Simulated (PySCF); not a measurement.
Correlation energy of Ir (iridium, neutral)

[Xe] 4f14 5d7 6s1 6p1, one real determinant (an excited configuration). Computed with PySCF 2.14 in x2c-TZVPPall, with scalar relativity by spin-free X2C-1e. Frozen: [Kr] 4d10 4f14; 17 electrons correlated.

```tsv
level	correlation energy (mhartree)
CCSD	-411.34
(T)	-12.18
CCSD(T)	-423.52
```

Diagnostics: T1 = 0.013, D1 = 0.0550, largest double amplitude 0.055.

The real determinant used has ⟨L²⟩ near 14 against 20 for a pure G term, so it mixes terms. Spin-orbit coupling, absent here, splits the open shell strongly.

Cost of the coupled-cluster step: roughly 60 core-seconds, for 17 correlated electrons.

Iterations:

```
CC2 = 0
CCSD nocc = (np.int64(11), np.int64(6)), nmo = (67, 67)
frozen orbitals [[0, 1, 2, 3, 4, 5, 6, 7, 8, 9, 10, 11, 12, 13, 14, 15, 16, 17, 18, 19, 20, 21, 22, 24, 25, 26, 27, 28, 29, 30], [0, 1, 2, 3, 4, 5, 6, 7, 8, 9, 10, 11, 12, 13, 14, 15, 16, 17, 18, 19, 20, 21, 22, 24, 25, 26, 27, 28, 29, 30]]
max_cycle = 100
direct = 0
conv_tol = 1e-08
conv_tol_normt = 1e-06
diis_space = 8
diis_start_cycle = 0
Init t2, MP2 energy = -0.413609767821473
Init E_corr(UCCSD) = -0.413609767822197
cycle = 1  E_corr(UCCSD) = -0.402958484838408  dE = 0.010651283  norm(t1,t2) = 0.0575347
cycle = 2  E_corr(UCCSD) = -0.410003697449257  dE = -0.00704521261  norm(t1,t2) = 0.0193116
cycle = 3  E_corr(UCCSD) = -0.410336204075007  dE = -0.000332506626  norm(t1,t2) = 0.0120261
cycle = 4  E_corr(UCCSD) = -0.411236088904733  dE = -0.00089988483  norm(t1,t2) = 0.00759676
cycle = 5  E_corr(UCCSD) = -0.411261922643773  dE = -2.5833739e-05  norm(t1,t2) = 0.00474492
cycle = 6  E_corr(UCCSD) = -0.411212879925551  dE = 4.90427182e-05  norm(t1,t2) = 0.00258999
cycle = 7  E_corr(UCCSD) = -0.411368455119113  dE = -0.000155575194  norm(t1,t2) = 0.00193255
cycle = 8  E_corr(UCCSD) = -0.41133603236248  dE = 3.24227566e-05  norm(t1,t2) = 0.00110619
cycle = 9  E_corr(UCCSD) = -0.411318086221362  dE = 1.79461411e-05  norm(t1,t2) = 0.000544393
cycle = 10  E_corr(UCCSD) = -0.411332661603797  dE = -1.45753824e-05  norm(t1,t2) = 0.000417293
cycle = 11  E_corr(UCCSD) = -0.411336307231883  dE = -3.64562809e-06  norm(t1,t2) = 0.000358362
cycle = 12  E_corr(UCCSD) = -0.411335641521932  dE = 6.6570995e-07  norm(t1,t2) = 0.000268234
cycle = 13  E_corr(UCCSD) = -0.411334149673971  dE = 1.49184796e-06  norm(t1,t2) = 0.000153541
cycle = 14  E_corr(UCCSD) = -0.411334136959249  dE = 1.27147219e-08  norm(t1,t2) = 0.000110673
cycle = 15  E_corr(UCCSD) = -0.411336617240913  dE = -2.48028166e-06  norm(t1,t2) = 7.75621e-05
cycle = 16  E_corr(UCCSD) = -0.41133631764679  dE = 2.99594123e-07  norm(t1,t2) = 3.94668e-05
cycle = 17  E_corr(UCCSD) = -0.41133641005689  dE = -9.24100992e-08  norm(t1,t2) = 1.45394e-05
cycle = 18  E_corr(UCCSD) = -0.411336398248645  dE = 1.18082442e-08  norm(t1,t2) = 7.44505e-06
cycle = 19  E_corr(UCCSD) = -0.411336413409287  dE = -1.51606419e-08  norm(t1,t2) = 4.06647e-06
cycle = 20  E_corr(UCCSD) = -0.411336480323125  dE = -6.69138377e-08  norm(t1,t2) = 2.357e-06
cycle = 21  E_corr(UCCSD) = -0.411336467805254  dE = 1.25178712e-08  norm(t1,t2) = 1.19565e-06
cycle = 22  E_corr(UCCSD) = -0.411336454461946  dE = 1.33433073e-08  norm(t1,t2) = 5.94971e-07
cycle = 23  E_corr(UCCSD) = -0.411336447213614  dE = 7.2483321e-09  norm(t1,t2) = 3.6349e-07
UCCSD converged
E(UCCSD) = -17824.28165579873  E_corr = -0.4113364472136144
UCCSD(T) correction = -0.0121774156467515
```

The basis was made for the ground configuration and has no added diffuse functions, which can raise the energy of the promoted electron.

The reference is one real determinant that mixes LS terms of this configuration.

This basis was not built for core-valence correlation, so the inner-shell part is incomplete.
